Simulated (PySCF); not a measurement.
BClH5NO2Si, SMILES B(N[SiH2]Cl)(O)O. Atoms are numbered in the order given.

```xyz
11

Si    -0.6572     0.8326     0.0000
Cl     0.4122     2.6107     0.0000
N      0.5297    -0.4314     0.0000
B      0.1715    -1.8127     0.0000
O      1.1536    -2.7729     0.0000
O     -1.1859    -2.0705     0.0000
H     -1.5084     0.8270     1.2158
H     -1.5084     0.8270    -1.2158
H      1.5137    -0.1869     0.0000
H      0.8390    -3.6809     0.0000
H     -1.4483    -2.9942     0.0000
```

Geometry optimised at ωB97X-D3(BJ)/def2-SVP. The structure was generated by enumeration, and PubChem lists no compound with its InChIKey, so it may never have been made. One conformer was computed; it need not be the lowest.

The numbers are results of TDA-PBE0/def2-SVPD (PySCF), not measurements.

Vertical excitations. The molecule is in vacuum. State labels are in the subgroup Cs.

Computed UV-visible absorptions:
```
state  symmetry  energy (eV)  λ (nm)      f                                                               main pairs
-----  --------  -----------  ------  -----  -----------------------------------------------------------------------
S1           A"         6.34     196  0.000                                                           HOMO→LUMO 96 %
S2           A"         7.04     176  0.000                                                         HOMO→LUMO+1 95 %
S3           A"         7.47     166  0.001                     HOMO→LUMO+2 35 %, HOMO−1→LUMO 34 %, HOMO→LUMO+3 25 %
S4           A"         7.54     164  0.006                     HOMO−1→LUMO 48 %, HOMO→LUMO+2 22 %, HOMO→LUMO+3 14 %
S5           A"         7.72     161  0.016                     HOMO→LUMO+3 43 %, HOMO→LUMO+2 28 %, HOMO−3→LUMO 23 %
S6           A"         7.80     159  0.004                     HOMO−3→LUMO 64 %, HOMO→LUMO+2 13 %, HOMO→LUMO+3 10 %
S7           A'         7.88     157  0.026                                                         HOMO−2→LUMO 87 %
S8           A"         7.92     157  0.013                                                       HOMO−1→LUMO+1 87 %
S9           A"         8.18     152  0.021                                                         HOMO→LUMO+5 86 %
S10          A'         8.24     150  0.017                                                       HOMO−2→LUMO+1 83 %
T1           A"         6.20     200      0                                                           HOMO→LUMO 91 %
T2           A"         6.82     182      0                                                         HOMO→LUMO+1 85 %
T3           A"         7.22     172      0                     HOMO→LUMO+2 41 %, HOMO→LUMO+3 23 %, HOMO−1→LUMO 16 %
T4           A"         7.35     169      0  HOMO→LUMO+3 35 %, HOMO−1→LUMO 23 %, HOMO−1→LUMO+1 13 %, HOMO−3→LUMO 8 %
```
Triplets are in the Tamm–Dancoff approximation.
